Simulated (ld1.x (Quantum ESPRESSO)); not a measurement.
**Ranking RRKJ potentials for B (Z = 5)**

All share these settings but for the change named:

- Element: boron
- Generator: ld1.x (Quantum ESPRESSO) 7.5
- Type: norm-conserving RRKJ (Kleinman–Bylander form)
- Functional: LDA (PZ)
- Relativity: scalar-relativistic
- Frozen core: [He]
- Valence charge: 3
- Reference configuration: 2s1.75 2p1.25
- Partial waves: 2p (bound): rc 3.95 bohr; 2s (bound): rc 1.50 bohr
- Local potential: the s channel
- Core correction: Bessel-smoothed model core, default radius (core density twice the valence density)

Cutoff: the first of the cutoffs (Ry, on a coarse ladder) from which the occupation-weighted sum of valence levels, in a spherical-Bessel basis at the reference potential, stays within 10 and 1 mRy of its value at 400 Ry; the density cutoff is not measured.

The base gives 18 Ry.

Of 12 variants that were run, those that failed, showed a ghost or another fault, or gave nearly equal values are left out.

A variant can come out equal or close to the base.

Question: Rank these variants from softest to hardest (loose cutoff).
A. local potential the p channel
B. all radii but the core radius scaled by about 1.13 (s 1.70, p 4.48 bohr)
C. non-relativistic
D. wave 2s (bound): rc 1.50 bohr becomes 2s (bound): rc 2.22 bohr

Answer: D (10 Ry), B (15 Ry), C (18 Ry), A (30 Ry).
